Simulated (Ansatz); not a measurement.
Geometry optimisation, RKS PBE0-D4/STO-3G in Ansatz.

Input file:

```yaml
crystal:
  periodic: [false, false, false]
  atoms:
    - { symbol: O, position_ang: [0.53657, 1.95039, -1.14411] }
    - { symbol: Al, position_ang: [0.12133, 0.99838, 0.12557] }
    - { symbol: Si, position_ang: [-0.19532, -1.39506, 0.00102] }
    - { symbol: Cl, position_ang: [-0.66825, -1.25401, 2.02102] }
    - { symbol: H, position_ang: [0.77493, 2.53603, -1.84995] }
    - { symbol: H, position_ang: [-0.08237, 1.68039, 1.49098] }
    - { symbol: H, position_ang: [0.86535, -2.42248, -0.04946] }
    - { symbol: H, position_ang: [-1.35225, -2.09364, -0.59507] }
basis:
  gaussian: { orbitals: STO-3G }
hamiltonian:
  xc: pbe0
  dispersion: d4
relax:
  f_tol: 0.02
  max_steps: 40
scf:
  lower_state_search: "off"
```

Launched with:

```bash
$ ansatz run input.yaml --threads 1 --pin off --max-ram 2048MiB --backend cpu --events-out ev --progress --plain --runs-dir out
```

Q: Where does it end, and by what steps?

A: The forces met the threshold. Limits of this set-up: minimal basis. After 14 steps the energy has fallen by 1.432 eV; Cl4 moved furthest, 0.61 Å.

| step | energy less start (eV) | largest force component (eV/Å) | accepted |
| --- | --- | --- | --- |
| 0 | 0.0000 | 3.145 | yes |
| 1 | -0.4189 | 0.918 | yes |
| 2 | -0.5654 | 0.579 | yes |
| 3 | -0.6363 | 0.497 | yes |
| 4 | -0.6925 | 0.812 | yes |
| 5 | -0.7840 | 1.359 | yes |
| 6 | -0.8654 | 1.590 | yes |
| 7 | -1.0415 | 1.450 | yes |
| 8 | -1.2800 | 1.519 | yes |
| 9 | -1.3964 | 0.660 | yes |
| 10 | -1.4152 | 0.397 | yes |
| 11 | -1.4269 | 0.251 | yes |
| 12 | -1.4319 | 0.072 | yes |
| 13 | -1.4315 | 0.050 | no |
| 14 | -1.4325 | 0.005 | yes |

```xyz
8
Properties=species:S:1:pos:R:3
O 0.537 1.516 -1.488
Al 0.136 0.994 0.072
Si -0.227 -1.273 0.199
Cl -0.803 -1.829 2.163
H 0.676 2.519 -1.437
H 0.047 1.963 1.209
H 0.927 -2.105 -0.079
H -1.293 -1.784 -0.639
```

Whether the end is a true minimum wasn't checked by a vibrational analysis.

Run time: 26 s on 1 thread of Arm Neoverse V1, on a shared host, peak memory 0.14 GiB.
